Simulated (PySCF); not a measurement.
C4H6BFO, SMILES C(#CB(CO)F)C. Atoms are numbered in the order given.

```xyz
13

C     -3.1704     0.7556     0.3896
C     -1.8306     0.2173     0.2207
C     -0.7059    -0.2339     0.0800
B      0.7121    -0.7473    -0.0971
F      0.9326    -2.0670    -0.1450
C      1.9837     0.1735    -0.2336
O      1.6665     1.5473    -0.1727
H     -3.1799     1.8533     0.2916
H     -3.8602     0.3362    -0.3614
H     -3.5691     0.4982     1.3850
H      2.6946    -0.1416     0.5649
H      2.4851    -0.1124    -1.1870
H      2.4831     2.0531    -0.2613
```

The structure is a stationary point at B3LYP-D3(BJ)/def2-SVP. The structure was generated by enumeration, and PubChem lists no compound with its InChIKey, so it may never have been made. Other conformers were not sampled.

Level of theory: PBE0/def2-TZVP in PySCF.

The molecule is in vacuum.

Computed frontier levels, gap, dipole moment and polarisability:
- highest occupied level: -7.66 eV
- lowest empty level: -1.15 eV
- orbital gap: 6.51 eV
- dipole moment: 1.55 D
- quadrupole, principal values (traceless, Buckingham form, about the centre of nuclear charge): -11.30, -5.78, 17.08 D·Å
- mean static polarisability: 66.0 bohr³ (9.78 Å³)
- polarisability, principal values: 45.5, 54.8, 97.8 bohr³
